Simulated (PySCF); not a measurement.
# How methods differ on the ionisation energy of S+

S+ [Ne] 3s2 3p3 (4S) → S(2+) [Ne] 3s2 3p2 (3P), as a difference of total energies. All numbers are calculated (PySCF 2.14, the spin-free X2C one-electron Hamiltonian (Gaussian nucleus), in x2c-TZVPPall with one added diffuse shell each of s, p, d type (6s6p4d1f, 51 functions)). Correlated levels: valence: [Ne] frozen. The calculations carry no spin-orbit coupling.

```csv
method,ionisation energy (eV),plus first-order spin-orbit estimate,error of that sum (eV)
UHF,22.702,22.639,-0.699
MP2 (valence),23.319,23.256,-0.082
SCS-MP2 (valence),23.131,23.068,-0.270
CCSD (valence),23.253,23.189,-0.149
CCSD(T) (valence),23.291,23.227,-0.111
```

Reference: 23.338 eV (measured; NIST Atomic Spectra Database, ionization energies).

A first-order spin-orbit estimate (lowest level to lowest level, LS coupling) adds -0.064 eV.

Errors of the correlated levels include the incompleteness of this basis and the frozen core.
